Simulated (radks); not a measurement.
The numbers below are computed, except where a source is named.
Question: All-electron atom: the dysprosium ion Dy4+ in [Xe] 4f7.5 5f0.5 (fractional occupations, a model configuration). Code: a radial shooting solver on a logarithmic mesh with Libxc functionals. Model: Dirac Kohn-Sham, BLYP, spin-unpolarised, spherical densities, finite nucleus; open shells are shared between the two j in proportion to 2j + 1; Fermi nuclear charge, rms radius 5.2218 fm. Some entries of the table are withheld. Estimate them.

| orbital | occ. | eigenvalue (hartree) | <r^2> (bohr^2) | <1/r> (bohr^-1) |
|---|---|---|---|---|
| 1s1/2 | 2 | -1971.857 | 0.0006095 | (1) |
| 2s1/2 | 2 | -330.0998 | 0.009462 | 17.86 |
| 2p1/2 | 2 | -314.0908 | 0.006846 | 17.84 |
| 2p3/2 | 4 | -284.6793 | 0.008073 | 15.62 |
| 3s1/2 | 2 | -75.30608 | 0.06279 | 6.523 |
| 3p1/2 | 2 | -68.31515 | 0.05829 | 6.439 |
| 3p3/2 | 4 | -62.20986 | 0.06524 | 5.875 |
| 3d3/2 | 4 | -50.17543 | (2) | 5.756 |
| 3d5/2 | 6 | -48.84280 | (3) | 5.617 |
| 4s1/2 | 2 | -16.71309 | 0.3149 | 2.738 |
| 4p1/2 | 2 | -13.94961 | 0.3294 | 2.633 |
| 4p3/2 | 4 | -12.56800 | 0.3668 | 2.440 |
| 4d3/2 | 4 | -8.00679 | 0.4131 | 2.227 |
| 4d5/2 | 6 | -7.75381 | 0.4274 | 2.180 |
| 5s1/2 | 2 | (4) | 1.705 | (5) |
| 5p1/2 | 2 | -2.84274 | 2.055 | 0.9811 |
| 5p3/2 | 4 | -2.62504 | 2.298 | 0.9170 |
| 4f5/2 | 3.21429 | -2.27833 | 0.6857 | 1.713 |
| 4f7/2 | 4.28571 | -2.23983 | 0.7013 | 1.695 |
| 5f5/2 | 0.214286 | -0.67104 | 13.40 | 0.3624 |
| 5f7/2 | 0.285714 | -0.66941 | 13.50 | 0.3615 |

Answer: 
(1) 1s1/2 <1/r> (bohr^-1): 74.56
(2) 3d3/2 <r^2> (bohr^2): 0.05173
(3) 3d5/2 <r^2> (bohr^2): 0.05367
(4) 5s1/2 eigenvalue (hartree): -3.65587
(5) 5s1/2 <1/r> (bohr^-1): 1.087
